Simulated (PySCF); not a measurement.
# Sn: excitation energy

Sn [Kr] 4d10 5s2 5p2 (3P) → Sn [Kr] 4d10 5s2 5p1 5d1 (high-spin determinant), as a difference of total energies. All numbers are calculated (PySCF 2.14, the spin-free X2C one-electron Hamiltonian (Gaussian nucleus), in aug-cc-pwCVTZ-DK3 (10s9p7d4f1g, 109 functions)). Correlated levels: valence: [Kr] 4d10 frozen; valence and next inner shell: [Ar] 3d10 frozen. The calculations carry no spin-orbit coupling.

| method | excitation energy (eV) |
| --- | --- |
| UHF | 5.703 |
| LDA | 5.472 |
| PBE | 5.278 |
| PBE0 | 5.480 |
| r2SCAN | 5.640 |
| BHandHLYP | 5.605 |
| BP86 | 5.301 |
| TPSS | 5.384 |
| MP2 (valence) | 5.751 |
| SCS-MP2 (valence) | 5.736 |
| MP2 (valence and next inner shell) | 5.827 |
| SCS-MP2 (valence and next inner shell) | 5.775 |

Question: How much does correlation contribute at MP2 (valence and next inner shell)?

Answer: 5.827 − (5.703) = 0.124 eV, measured against UHF.

A first-order spin-orbit estimate (lowest level to lowest level, LS coupling) adds 0.048 eV.

The promoted electron is Rydberg-like, and one or two diffuse shells describe it only roughly, which tends to raise the upper state.

The determinant of the upper state mixes LS terms, which raises its energy above the lowest term, most at the Hartree-Fock and MP2 levels.
